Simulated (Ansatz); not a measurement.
Ansatz (a program for electronic structure) input (HF/3-21G): The .json file is the Basis Set Exchange's 3-21G.

Ansatz 0.2 input:
```yaml
crystal:
  periodic: [false, false, false]
  atoms:
    - {symbol: C, position_ang: [-1.66052480, 0.28336874, 0.02553282]}
    - {symbol: C, position_ang: [-1.26581283, -1.16195028, -0.21969566]}
    - {symbol: C, position_ang: [0.27051865, -1.07697937, -0.42709946]}
    - {symbol: C, position_ang: [0.70430167, 0.13491971, 0.42545895]}
    - {symbol: C, position_ang: [-0.43400040, 1.15608835, 0.18537798]}
    - {symbol: N, position_ang: [2.00024700, 0.66214933, -0.01939398]}
    - {symbol: H, position_ang: [-2.66933648, 0.64372762, 0.03095145]}
    - {symbol: H, position_ang: [-1.50018034, -1.77965634, 0.64474075]}
    - {symbol: H, position_ang: [-1.76916370, -1.59273641, -1.07790079]}
    - {symbol: H, position_ang: [0.49781486, -0.83952703, -1.45881546]}
    - {symbol: H, position_ang: [0.78400854, -1.98971149, -0.15065831]}
    - {symbol: H, position_ang: [0.69082966, -0.15651758, 1.47610627]}
    - {symbol: H, position_ang: [-0.52652745, 1.87754954, 0.99024843]}
    - {symbol: H, position_ang: [-0.20400778, 1.69090757, -0.73303508]}
    - {symbol: H, position_ang: [2.26542297, 1.51254339, 0.44705616]}
    - {symbol: H, position_ang: [2.74251720, -0.01430753, 0.02961668]}
basis:
  gaussian:
    orbitals: 3-21G.json
hamiltonian:
  xc: {name: HF}
magnetization: {spin_polarized: true, initial_magnetization: 1}
phonons: {temperatures: {t_min: 298.15, t_max: 298.15, t_step: 100}}
```

Output:

```
Functional definition: HF
integrals: 0.03 GiB planned
1053 factors; integrals over basis functions are off by at most 5.6e-4 eV
mean field: 0.38 GiB planned
mean field evaluation 1: about -6750.1148 eV, gradient 2.2e1 eV
mean field evaluation 2: about -6750.4945 eV, gradient 2.2e1 eV
mean field evaluation 4: about -6753.1903 eV, gradient 2.5e0 eV
mean field evaluation 8: about -6753.2461 eV, gradient 1.6e-1 eV
mean field -6753.24662005 eV, -248.1772357719 hartree, gradient 2.1e-5 eV, S^2 0.765731; 0 other end points of the search recorded, 0 dependent functions left out
the calculation of the forces begins
reference -6753.24662005 eV, -248.1772357719 hartree; 24, 23 occupied and 50, 51 virtual orbitals, 1053 factors
these checks for a lower state are left out or cut short: stability, starts, cluster_reference, orbital_swaps, neighbouring_geometries, increment
integrals: 0.03 GiB planned
1053 factors; integrals over basis functions are off by at most 5.6e-4 eV
mean field: 0.38 GiB planned
mean field evaluation 16: about -6753.2463 eV, gradient 1.4e-1 eV
mean field -6753.24641140 eV, -248.1772281041 hartree, gradient 4.1e-6 eV, S^2 0.765742; 0 other end points of the search recorded, 0 dependent functions left out
the calculation of the forces begins
reference -6753.24641140 eV, -248.1772281041 hartree; 24, 23 occupied and 50, 51 virtual orbitals, 1053 factors
these checks for a lower state are left out or cut short: stability, starts, cluster_reference, orbital_swaps, neighbouring_geometries, increment
integrals: 0.03 GiB planned
1053 factors; integrals over basis functions are off by at most 5.6e-4 eV
mean field: 0.38 GiB planned
mean field -6753.24641078 eV, -248.1772280813 hartree, gradient 4.1e-6 eV, S^2 0.765722; 0 other end points of the search recorded, 0 dependent functions left out
the calculation of the forces begins
reference -6753.24641078 eV, -248.1772280813 hartree; 24, 23 occupied and 50, 51 virtual orbitals, 1053 factors
these checks for a lower state are left out or cut short: stability, starts, cluster_reference, orbital_swaps, neighbouring_geometries, increment
integrals: 0.03 GiB planned
1053 factors; integrals over basis functions are off by at most 5.6e-4 eV
mean field: 0.38 GiB planned
mean field evaluation 32: about -6753.2465 eV, gradient 4.4e-6 eV
mean field -6753.24647436 eV, -248.1772304180 hartree, gradient 4.4e-6 eV, S^2 0.765730; 0 other end points of the search recorded, 0 dependent functions left out
the calculation of the forces begins
reference -6753.24647436 eV, -248.1772304180 hartree; 24, 23 occupied and 50, 51 virtual orbitals, 1053 factors
these checks for a lower state are left out or cut short: stability, starts, cluster_reference, orbital_swaps, neighbouring_geometries, increment
integrals: 0.03 GiB planned
1053 factors; integrals over basis functions are off by at most 5.6e-4 eV
mean field: 0.38 GiB planned
mean field -6753.24647359 eV, -248.1772303895 hartree, gradient 4.4e-6 eV, S^2 0.765733; 0 other end points of the search recorded, 0 dependent functions left out
the calculation of the forces begins
reference -6753.24647359 eV, -248.1772303895 hartree; 24, 23 occupied and 50, 51 virtual orbitals, 1053 factors
these checks for a lower state are left out or cut short: stability, starts, cluster_reference, orbital_swaps, neighbouring_geometries, increment
integrals: 0.03 GiB planned
1053 factors; integrals over basis functions are off by at most 5.6e-4 eV
mean field: 0.38 GiB planned
mean field -6753.24659665 eV, -248.1772349118 hartree, gradient 2.4e-6 eV, S^2 0.765724; 0 other end points of the search recorded, 0 dependent functions left out
the calculation of the forces begins
reference -6753.24659665 eV, -248.1772349118 hartree; 24, 23 occupied and 50, 51 virtual orbitals, 1053 factors
these checks for a lower state are left out or cut short: stability, starts, cluster_reference, orbital_swaps, neighbouring_geometries, increment
integrals: 0.03 GiB planned
1053 factors; integrals over basis functions are off by at most 5.6e-4 eV
mean field: 0.38 GiB planned
mean field -6753.24659400 eV, -248.1772348146 hartree, gradient 2.1e-6 eV, S^2 0.765738; 0 other end points of the search recorded, 0 dependent functions left out
the calculation of the forces begins
reference -6753.24659400 eV, -248.1772348146 hartree; 24, 23 occupied and 50, 51 virtual orbitals, 1053 factors
these checks for a lower state are left out or cut short: stability, starts, cluster_reference, orbital_swaps, neighbouring_geometries, increment
integrals: 0.03 GiB planned
1053 factors; integrals over basis functions are off by at most 5.6e-4 eV
mean field: 0.38 GiB planned
mean field -6753.24647107 eV, -248.1772302969 hartree, gradient 3.4e-6 eV, S^2 0.765751; 0 other end points of the search recorded, 0 dependent functions left out
[...]
the calculation of the forces begins
reference -6753.24658453 eV, -248.1772344667 hartree; 24, 23 occupied and 50, 51 virtual orbitals, 1053 factors
these checks for a lower state are left out or cut short: stability, starts, cluster_reference, orbital_swaps, neighbouring_geometries, increment
integrals: 0.03 GiB planned
1053 factors; integrals over basis functions are off by at most 5.6e-4 eV
mean field: 0.38 GiB planned
mean field -6753.24659116 eV, -248.1772347103 hartree, gradient 7.6e-7 eV, S^2 0.765731; 0 other end points of the search recorded, 0 dependent functions left out
the calculation of the forces begins
reference -6753.24659116 eV, -248.1772347103 hartree; 24, 23 occupied and 50, 51 virtual orbitals, 1053 factors
these checks for a lower state are left out or cut short: stability, starts, cluster_reference, orbital_swaps, neighbouring_geometries, increment
integrals: 0.03 GiB planned
1053 factors; integrals over basis functions are off by at most 5.6e-4 eV
mean field: 0.38 GiB planned
mean field -6753.24650648 eV, -248.1772315982 hartree, gradient 1.8e-6 eV, S^2 0.765731; 0 other end points of the search recorded, 0 dependent functions left out
the calculation of the forces begins
reference -6753.24650648 eV, -248.1772315982 hartree; 24, 23 occupied and 50, 51 virtual orbitals, 1053 factors
these checks for a lower state are left out or cut short: stability, starts, cluster_reference, orbital_swaps, neighbouring_geometries, increment
integrals: 0.03 GiB planned
1053 factors; integrals over basis functions are off by at most 5.6e-4 eV
mean field: 0.38 GiB planned
mean field -6753.24650763 eV, -248.1772316404 hartree, gradient 2.1e-6 eV, S^2 0.765731; 0 other end points of the search recorded, 0 dependent functions left out
the calculation of the forces begins
reference -6753.24650763 eV, -248.1772316404 hartree; 24, 23 occupied and 50, 51 virtual orbitals, 1053 factors
these checks for a lower state are left out or cut short: stability, starts, cluster_reference, orbital_swaps, neighbouring_geometries, increment
integrals: 0.03 GiB planned
1053 factors; integrals over basis functions are off by at most 5.6e-4 eV
mean field: 0.38 GiB planned
mean field evaluation 544: about -6753.2466 eV, gradient 6.5e-2 eV
mean field -6753.24658663 eV, -248.1772345439 hartree, gradient 1.7e-6 eV, S^2 0.765731; 0 other end points of the search recorded, 0 dependent functions left out
the calculation of the forces begins
reference -6753.24658663 eV, -248.1772345439 hartree; 24, 23 occupied and 50, 51 virtual orbitals, 1053 factors
these checks for a lower state are left out or cut short: stability, starts, cluster_reference, orbital_swaps, neighbouring_geometries, increment
integrals: 0.03 GiB planned
1053 factors; integrals over basis functions are off by at most 5.6e-4 eV
mean field: 0.38 GiB planned
mean field -6753.24658624 eV, -248.1772345293 hartree, gradient 2.1e-6 eV, S^2 0.765731; 0 other end points of the search recorded, 0 dependent functions left out
the calculation of the forces begins
reference -6753.24658624 eV, -248.1772345293 hartree; 24, 23 occupied and 50, 51 virtual orbitals, 1053 factors
these checks for a lower state are left out or cut short: stability, starts, cluster_reference, orbital_swaps, neighbouring_geometries, increment
integrals: 0.03 GiB planned
1053 factors; integrals over basis functions are off by at most 5.6e-4 eV
mean field: 0.38 GiB planned
mean field -6753.24652640 eV, -248.1772323301 hartree, gradient 1.3e-6 eV, S^2 0.765731; 0 other end points of the search recorded, 0 dependent functions left out
the calculation of the forces begins
reference -6753.24652640 eV, -248.1772323301 hartree; 24, 23 occupied and 50, 51 virtual orbitals, 1053 factors
these checks for a lower state are left out or cut short: stability, starts, cluster_reference, orbital_swaps, neighbouring_geometries, increment
integrals: 0.03 GiB planned
1053 factors; integrals over basis functions are off by at most 5.6e-4 eV
mean field: 0.38 GiB planned
mean field -6753.24653077 eV, -248.1772324910 hartree, gradient 1.5e-6 eV, S^2 0.765731; 0 other end points of the search recorded, 0 dependent functions left out
the calculation of the forces begins
reference -6753.24653077 eV, -248.1772324910 hartree; 24, 23 occupied and 50, 51 virtual orbitals, 1053 factors
these checks for a lower state are left out or cut short: stability, starts, cluster_reference, orbital_swaps, neighbouring_geometries, increment
integrals: 0.03 GiB planned
1053 factors; integrals over basis functions are off by at most 5.6e-4 eV
mean field: 0.38 GiB planned
mean field -6753.24653711 eV, -248.1772327240 hartree, gradient 1.7e-6 eV, S^2 0.765731; 0 other end points of the search recorded, 0 dependent functions left out
the calculation of the forces begins
reference -6753.24653711 eV, -248.1772327240 hartree; 24, 23 occupied and 50, 51 virtual orbitals, 1053 factors
these checks for a lower state are left out or cut short: stability, starts, cluster_reference, orbital_swaps, neighbouring_geometries, increment
integrals: 0.03 GiB planned
1053 factors; integrals over basis functions are off by at most 5.6e-4 eV
mean field: 0.38 GiB planned
mean field evaluation 576: about -6753.2465 eV, gradient 7.0e-5 eV
mean field -6753.24653966 eV, -248.1772328176 hartree, gradient 1.4e-6 eV, S^2 0.765731; 0 other end points of the search recorded, 0 dependent functions left out
the calculation of the forces begins
reference -6753.24653966 eV, -248.1772328176 hartree; 24, 23 occupied and 50, 51 virtual orbitals, 1053 factors
these checks for a lower state are left out or cut short: stability, starts, cluster_reference, orbital_swaps, neighbouring_geometries, increment
integrals: 0.03 GiB planned
1053 factors; integrals over basis functions are off by at most 5.6e-4 eV
mean field: 0.38 GiB planned
mean field -6753.24661371 eV, -248.1772355389 hartree, gradient 1.6e-6 eV, S^2 0.765731; 0 other end points of the search recorded, 0 dependent functions left out
the calculation of the forces begins
reference -6753.24661371 eV, -248.1772355389 hartree; 24, 23 occupied and 50, 51 virtual orbitals, 1053 factors
these checks for a lower state are left out or cut short: stability, starts, cluster_reference, orbital_swaps, neighbouring_geometries, increment
integrals: 0.03 GiB planned
1053 factors; integrals over basis functions are off by at most 5.6e-4 eV
mean field: 0.38 GiB planned
mean field -6753.24661482 eV, -248.1772355798 hartree, gradient 1.6e-6 eV, S^2 0.765731; 0 other end points of the search recorded, 0 dependent functions left out
the calculation of the forces begins
reference -6753.24661482 eV, -248.1772355798 hartree; 24, 23 occupied and 50, 51 virtual orbitals, 1053 factors
Total energy: -6753.24662005 eV, -248.1772357719 hartree
Atom 0 at    -1.660525     0.283369     0.025533 Å, force     0.000006     0.000035     0.000536 eV/Å
Atom 1 at    -1.265813    -1.161950    -0.219696 Å, force     0.000365     0.000055    -0.000242 eV/Å
Atom 2 at     0.270519    -1.076979    -0.427099 Å, force     0.000357     0.000591     0.000482 eV/Å
Atom 3 at     0.704302     0.134920     0.425459 Å, force    -0.001623    -0.000076     0.000745 eV/Å
Atom 4 at    -0.434000     1.156088     0.185378 Å, force     0.000022    -0.001138     0.000421 eV/Å
Atom 5 at     2.000247     0.662149    -0.019394 Å, force     0.002606     0.000682    -0.000285 eV/Å
Atom 6 at    -2.669336     0.643728     0.030951 Å, force     0.000069     0.000316    -0.000341 eV/Å
Atom 7 at    -1.500180    -1.779656     0.644741 Å, force     0.000048     0.000005     0.000082 eV/Å
Atom 8 at    -1.769164    -1.592736    -1.077901 Å, force     0.000014    -0.000118     0.000093 eV/Å
Atom 9 at     0.497815    -0.839527    -1.458815 Å, force    -0.000076     0.000108    -0.000295 eV/Å
Atom 10 at     0.784009    -1.989711    -0.150658 Å, force    -0.000061     0.000068    -0.000292 eV/Å
Atom 11 at     0.690830    -0.156518     1.476106 Å, force     0.000407     0.000052    -0.000004 eV/Å
Atom 12 at    -0.526527     1.877550     0.990248 Å, force     0.000251     0.000145    -0.000369 eV/Å
Atom 13 at    -0.204008     1.690908    -0.733035 Å, force    -0.000098     0.000116    -0.000411 eV/Å
Atom 14 at     2.265423     1.512543     0.447056 Å, force    -0.001312    -0.000396     0.000097 eV/Å
Atom 15 at     2.742517    -0.014308     0.029617 Å, force    -0.000974    -0.000445    -0.000216 eV/Å
Dipole moment:     0.083675    -0.056764     0.249446 e Å
Vibrations: 169.07 184.87 243.51 252.33 370.58 481.65 588.30 713.58 796.28 879.40 915.81 923.20 970.42 1003.65 1071.40 1086.36 1111.28 1168.23 1235.61 1302.38 1333.72 1350.90 1395.61 1433.37 1453.98 1465.49 1520.29 1523.22 1637.37 1641.13 1660.67 1845.64 3130.85 3169.06 3180.62 3221.71 3227.24 3232.00 3276.89 3366.42 3656.82 3748.69 cm⁻¹, zero-point energy 4.149726 eV
```

The blocks after the first are displaced geometries, from whose forces the wavenumbers follow.
